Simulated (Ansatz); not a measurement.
`[O]=[V]([Cl])([Cl])[Cl]` and `[O]=[V]([OH])([Cl])[Cl]` differ in one atom or group.

Ansatz, PBE0-D4/def2-TZVP geometries, multiplicity 1. Each molecule was computed in one conformer, which needn't be the lowest.

Scalar relativity is left out up to krypton.

| property | `[O]=[V]([Cl])([Cl])[Cl]` |
| --- | --- |
| LUMO energy (B3LYP/def2-TZVPP) / eV | -4.59 |
| HOMO energy (PBE0/def2-TZVPP) / eV | -9.70 |
| LUMO energy (PBE/def2-TZVPP) / eV | -5.10 |
| size of the dipole moment (PBE/def2-TZVPP) / D | 0.61 |
| HOMO–LUMO gap (B3LYP/def2-TZVPP) / eV | 4.83 |
| HOMO energy (B3LYP/def2-TZVPP) / eV | -9.42 |

(1) Give the same properties after the change, and the shifts. (Estimate.)

Answers

(1) Ansatz gave: 
| property | `[O]=[V]([OH])([Cl])[Cl]` | shift |
| --- | --- | --- |
| LUMO energy (B3LYP/def2-TZVPP) / eV | -4.02 | 0.57 |
| HOMO energy (PBE0/def2-TZVPP) / eV | -9.35 | 0.35 |
| LUMO energy (PBE/def2-TZVPP) / eV | -4.55 | 0.55 |
| size of the dipole moment (PBE/def2-TZVPP) / D | 2.17 | 1.56 |
| HOMO–LUMO gap (B3LYP/def2-TZVPP) / eV | 5.05 | 0.22 |
| HOMO energy (B3LYP/def2-TZVPP) / eV | -9.08 | 0.34 |

With PBE0 the HOMO rises by 0.35 eV and the LUMO rises by 0.59 eV, so the gap widens by about 0.24 eV. PBE moves the HOMO by 0.37 eV and ωB97M-V by 0.27 eV. The zero-point energy changes by 32.3 kJ/mol with +3 modes. Dipoles are sizes alone; their direction can turn.

B3LYP here is the variant with VWN-RPA as its local correlation; programs differ in this.
